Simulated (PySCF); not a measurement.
Ge(Cl)(Br)2(Me), SMILES [CH3][Ge]([Cl])([Br])[Br] (B3LYP/def2-SVP optimised geometry):

```
8

C     -1.398    -2.054     1.564
Ge    -0.727    -1.105     0.000
Cl     1.443    -1.105     0.000
Br    -1.443     1.105     0.000
Br    -1.444    -2.123    -1.960
H     -1.034    -3.091     1.533
H     -2.497    -2.040     1.550
H     -1.027    -1.552     2.469
```

Method: B3LYP/def2-TZVP (PySCF).

What are the frontier orbital energies and the dipole moment?

HOMO-2 -8.48 eV, HOMO-1 -8.45 eV, HOMO -8.27 eV, LUMO -2.21 eV, LUMO+1 -0.15 eV; dipole moment 2.53 D.

Meta-Löwdin charges at B3LYP/def2-TZVP: C1 -0.53, Ge2 0.85, Cl3 -0.28, Br4 -0.24, Br5 -0.24, H6 0.15, H7 0.15, H8 0.15.
